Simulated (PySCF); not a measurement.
Geometry:
```
atom   x (Å)   y (Å)   z (Å)
  C1  -2.385  -0.640   0.858
  O2  -1.060  -0.244   0.596
  C3  -0.584  -0.565  -0.638
  C4   0.691  -0.408  -0.976
  C5   1.731   0.141  -0.046
  C6   1.982   1.593  -0.346
  O7   3.054   2.091  -0.537
  H8  -2.632  -0.255   1.846
  H9  -2.482  -1.730   0.861
 H10  -3.079  -0.221   0.122
 H11  -1.309  -0.962  -1.340
 H12   1.003  -0.652  -1.977
 H13   2.667  -0.415  -0.125
 H14   1.349   0.082   0.976
 H15   1.051   2.193  -0.385
```

Theoretical values (PySCF 2.14): GFN2-xTB structure, shieldings: GIAO PBE0/pcSseg-1. One averaged value for each set of equivalent atoms, no solvent, single conformer, non-relativistic.

Q: Predict the 2D correlation tables (HSQC, COSY, HMBC).

A: 

HSQC (one-bond C–H):
| δH | δC |
| --- | --- |
| 9.50 (H15) | 203.1 (C6) |
| 6.41 (H11) | 157.3 (C3) |
| 4.58 (H12) | 102.4 (C4) |
| 3.87 (H8/H9/H10) | 60.5 (C1) |
| 3.11 (H13/H14) | 44.5 (C5) |

COSY cross peaks (H two or three bonds apart, from the bond graph; peaks can be absent where the dihedral angle is near 90°):
| δH | δH |
| --- | --- |
| 9.50 (H15) | 3.11 (H13/H14) |
| 6.41 (H11) | 4.58 (H12) |
| 4.58 (H12) | 3.11 (H13/H14) |

HMBC (two and three bonds, from the bond graph; two-bond peaks within aromatic rings are usually weak or absent):
| δH | δC |
| --- | --- |
| 9.50 (H15) | 102.4 (C4), 44.5 (C5) |
| 6.41 (H11) | 102.4 (C4), 60.5 (C1), 44.5 (C5) |
| 4.58 (H12) | 203.1 (C6), 157.3 (C3), 44.5 (C5) |
| 3.87 (H8/H9/H10) | 157.3 (C3) |
| 3.11 (H13/H14) | 203.1 (C6), 157.3 (C3), 102.4 (C4) |

Scale: 1H (σref 31.72), 13C (σref 186.93) vs TMS (reference shieldings calculated alike).

Short H···H contacts in this conformer between protons four or more bonds apart (candidates for NOE cross peaks, intensity ∝ r⁻⁶): H10···H11 2.41 Å.

Shifts are as computed. Against solution values, carbons near 30 ppm lie about +3 ppm off and those near 130 ppm about +5 ppm (rms about the fit 2.1 ppm; single classes can miss by 10 ppm). Of 1328 compounds with measured shifts, 309 miss one by over three times the rms of a fit or turn the order of signals round; such compounds aren't used in these exercises. Signals without a measured value on file couldn't be tested in this way; 1H shifts scatter by 0.2 ppm about their fit, and single ones miss by 0.5 ppm.
